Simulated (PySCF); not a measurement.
C2F3, multiplicity 2. Atoms are numbered in the order given.

```xyz
5

F      0.0278    -1.9558     0.0000
C      0.5987    -0.7854     0.0000
C      0.0592     0.4223     0.0000
F     -1.2404     0.6702     0.0000
F      0.7741     1.5277     0.0000
```
Charge 0, spin multiplicity 2.

Geometry: B3LYP-D3(BJ)/def2-SVP. The isomer is the one that the SMILES or the coordinates give; other isomers of the formula were not compared.

Method: ωB97X/def2-TZVPD (PySCF).

Mulliken values depend strongly on the basis, most of all with diffuse functions as here. ESP charges are fitted to the potential on shells at 1.4 to 2.0 van der Waals radii. Atomic charges (e):

```json
[
 {"atom": "F1", "Mulliken": "-0.18", "meta-Löwdin": "-0.17", "ESP fit": "[?]", "Mulliken spin": "0.09"},
 {"atom": "C2", "Mulliken": "0.06", "meta-Löwdin": "0.15", "ESP fit": "[?]", "Mulliken spin": "0.77"},
 {"atom": "C3", "Mulliken": "0.53", "meta-Löwdin": "0.48", "ESP fit": "[?]", "Mulliken spin": "0.12"},
 {"atom": "F4", "Mulliken": "-0.21", "meta-Löwdin": "-0.23", "ESP fit": "[?]", "Mulliken spin": "0.02"},
 {"atom": "F5", "Mulliken": "-0.20", "meta-Löwdin": "-0.23", "ESP fit": "[?]", "Mulliken spin": "0.00"}
]
```

Some entries are withheld; supply them. (An estimate is asked for; the answer gives what the named calculation found.)


- F1, ESP fit: -0.03
- C2, ESP fit: -0.01
- C3, ESP fit: 0.26
- F4, ESP fit: -0.10
- F5, ESP fit: -0.12
